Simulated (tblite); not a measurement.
C₅H₂FNO.
Numbering: `[CH:1]#[C:2][c:3]1[n:4][cH:5][c:6]([F:7])[o:8]1` (hydrogens: H9 on C1; H10 on C5)

Computed with GFN2-xTB (tblite), gas phase: L-BFGS steps from a force-field or distance-geometry start until the largest atomic force falls under 0.01 eV/Å.

Step 0: E = -635.5890 eV
```
atom  x, y, z in Å  |  force x, y, z in eV/Å
C1      2.9818   -0.0068    0.4679   -1.066   0.051  -0.091
C2      1.7717    0.0499    0.3676    1.585   0.057   0.147
C3      0.3747    0.1022    0.2725   -0.522   0.887  -0.275
N4     -0.3715    1.1807    0.0338   -0.176  -2.328   0.494
C5     -1.6504    0.6689    0.0434    0.031   0.409  -0.189
C6     -1.6254   -0.6848    0.2582    0.608   1.069  -0.049
F7     -2.6803   -1.4959    0.3172    0.910  -0.129   0.096
O8     -0.3137   -1.0590    0.4180   -1.281   0.180  -0.151
H9      4.0392   -0.0475    0.5504   -0.459   0.016  -0.044
H10    -2.5172    1.2970   -0.1229    0.370  -0.212   0.063
```

**Question.** Estimate the geometry and energy of step 1. (The exact step hangs on the optimiser's Hessian estimate; all steps are aligned on step 0, rigid shifts and turns removed.)

**Answer.** E = -635.6455 eV, largest force 3.519 eV/Å
```
atom  x, y, z in Å  |  force x, y, z in eV/Å
C1      2.9665   -0.0061    0.4666    3.319  -0.151   0.268
C2      1.7944    0.0507    0.3697   -3.496   0.304  -0.268
C3      0.3673    0.1149    0.2686    0.966  -0.710   0.124
N4     -0.3741    1.1475    0.0409   -0.178  -0.016   0.064
C5     -1.6500    0.6747    0.0407   -0.315   0.120  -0.123
C6     -1.6167   -0.6696    0.2575   -0.209   0.299  -0.002
F7     -2.6673   -1.4978    0.3186    0.987   0.057   0.071
O8     -0.3320   -1.0564    0.4159   -0.539   0.064  -0.080
H9      4.0327   -0.0473    0.5498   -0.720   0.014  -0.061
H10    -2.5119    1.2940   -0.1220    0.184   0.019   0.008
```

The energy changes by -0.0565 eV. The first-order estimate −F·Δx gives -0.2168 eV and the mean of the old and new forces, exact on a quadratic surface, -0.0515 eV. The step makes an angle of 0° with the force vector and moves no atom by more than 0.034 Å.

What follows is the cost of the whole relaxation. On one thread of an Arm Neoverse V2, no GPU, shared host with 96 logical CPUs at a one-minute load of 40, this took under 0.1 s wall.
